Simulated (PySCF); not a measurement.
(1R)-1-chloro-1,2,2-trifluoroethane (C2H2ClF3), SMILES FC(F)[C@H](F)Cl. Atoms are numbered in the order given.

```xyz
8

F      1.4565    -1.4305     0.6534
C      0.9768    -0.1855     0.3656
F      1.4832     0.2107    -0.8263
C     -0.5548    -0.2714     0.2941
F     -0.9249    -1.0614    -0.7451
Cl    -1.2357     1.3787     0.1118
H      1.2978     0.5244     1.1625
H     -0.9554    -0.6894     1.2420
```
Charge 0, spin multiplicity 1.

The structure is a stationary point at PBE-D3(BJ)/def2-SVP. Other conformers were not sampled.

Computed with PBE/pcSseg-1 (PySCF).

GIAO shieldings, no solvent; atoms listed in one row are averaged. δ = σ(ref) − σ: ¹⁹F against CFCl3 (σ = 133.6 ppm); ¹³C against TMS (σ = 182.0 ppm); ³⁵Cl against HCl (σ = 936.5 ppm); ¹H against TMS (σ = 31.49 ppm), references at their B3LYP-D3(BJ)/def2-TZVP geometries, non-relativistic (without spin–orbit terms, shifts of atoms bonded to Cl or Br come out too high).

**Question.** Estimate the chemical shifts. (The exact figures need the calculation; the answer reports its results.)

**Answer.** 
```json
[
 {"nucleus": "¹⁹F", "atoms": "F1", "count": "1", "δ (ppm)": "-150.1"},
 {"nucleus": "¹⁹F", "atoms": "F3", "count": "1", "δ (ppm)": "-177.3"},
 {"nucleus": "¹⁹F", "atoms": "F5", "count": "1", "δ (ppm)": "-197.0"},
 {"nucleus": "¹³C", "atoms": "C2", "count": "1", "δ (ppm)": "127.0"},
 {"nucleus": "¹³C", "atoms": "C4", "count": "1", "δ (ppm)": "114.2"},
 {"nucleus": "³⁵Cl", "atoms": "Cl6", "count": "1", "δ (ppm)": "250.2"},
 {"nucleus": "¹H", "atoms": "H8", "count": "1", "δ (ppm)": "6.71"},
 {"nucleus": "¹H", "atoms": "H7", "count": "1", "δ (ppm)": "6.39"}
]
```
